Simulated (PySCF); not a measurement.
NiO3, SMILES [O]=[Ni]1[O][O]1, multiplicity 1.

The structure is a stationary point at B3LYP-D3(BJ)/def2-SVP. The spin state was assumed, not searched.

Two levels are set side by side: PBE/def2-TZVPD (PySCF) and HF/def2-TZVPD (PySCF). Same geometry, gas phase. Differences are taken from unrounded values.

```tsv
quantity	HF
orbital gap (eV)	10.68
highest occupied level (eV)	-12.03
lowest empty level (eV)	-1.35
dipole moment (D)	1.82
mean polarisability (bohr³)	97.2
```

What does PBE give, and how far is it from HF? (The exact figures need the calculation; the answer reports its results.)


```
quantity                       PBE  PBE minus HF
---------------------------  -----  ------------
orbital gap (eV)              0.25        -10.43
highest occupied level (eV)  -6.78          5.25
lowest empty level (eV)      -6.53         -5.18
dipole moment (D)             1.68         -0.14
mean polarisability (bohr³)   43.7         -53.4
```

PBE's occupied levels lie high since its potential decays too fast outside the molecule; exact exchange lowers them and widens the gap. Differences between two approximate levels are no errors against the true value.

Rough cost on one machine, each run with all the roots and properties that it gave: HF against PBE about 1/3.
